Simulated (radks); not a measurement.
Spherical quantum dot in the effective-mass picture: electrons in a well V = -V0 / (1 + exp((r - R)/a)) with V0 = 47.8, R = 1.71, a = 0.067, all in effective atomic units (hartree* = m*/eps^2 hartree, bohr* = eps/m* bohr), one dielectric constant everywhere. Calculated with a radial shooting solver with Libxc functionals: non-relativistic Kohn-Sham, PBE, spin-polarised, spherical densities. Levels are named by radial order and angular momentum (1s, 1p, 1d, 2s, ...), and open shells are averaged over m. Results are scaled to m* = 0.114 and eps = 5.4, for which hartree* = 106.4 meV and bohr* = 2.507 nm.

N = 9, configuration 1s2 1p6 1d(up 1, down 0). This is the lowest configuration that the search found. Occupied and some empty levels:

| level | occupation | eigenvalue (meV) | <r> (nm) |
|---|---|---|---|
| 1s up | 1 | -4157.7 | 2.439 |
| 1s down | 1 | -4153.2 | 2.430 |
| 1p up | 3 | -4014.3 | 2.734 |
| 1p down | 3 | -4008.6 | 2.730 |
| 1d up | 1 | -3811.2 | 2.931 |
| 1d down | 0 | -3804.8 | 2.929 |
| 2s up | 0 | -3629.3 | 2.124 |
| 2s down | 0 | -3626.7 | 2.128 |
| 1f up | 0 | -3556.8 | 3.078 |
| 1f down | 0 | -3550.1 | 3.077 |
| 2p up | 0 | -3297.2 | 2.384 |
| 2p down | 0 | -3294.1 | 2.385 |

Energy (meV): total -39606.4, kinetic 2728.7, external -45267, Hartree 3624.0, exchange-correlation -692.02.
